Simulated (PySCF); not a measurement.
## Li+ (lithium, charge +1) across methods

1s2, closed-shell 1S. Computed with PySCF 2.14 in aug-cc-pCVDZ, with the non-relativistic Hamiltonian (point nucleus).

```tsv
method	E (hartree)	mean ε 1s (eV)	Σ⟨r²⟩ (bohr²)	⟨S²⟩
UHF	-7.23612	-75.984	0.8911	0.000
PBE	-7.2555	-60.235	0.9094	0.000
CAM-B3LYP	-7.2645	-65.860	0.9079	0.000
LDA	-7.1418	-59.427	0.9265	0.000
M06-2X	-7.2823	-68.290	0.9000	0.000
r2SCAN	-7.2810	-61.828	0.8982	0.000
PBE0	-7.2618	-64.377	0.9029	0.000
B2PLYP	-7.2680	-68.965	0.8983	0.000
```

(1) Estimate the same row for revPBE.

## Answers

(1) E (hartree) = -7.2798; mean ε 1s (eV) = -60.341; Σ⟨r²⟩ (bohr²) = 0.9069; ⟨S²⟩ = 0.000.
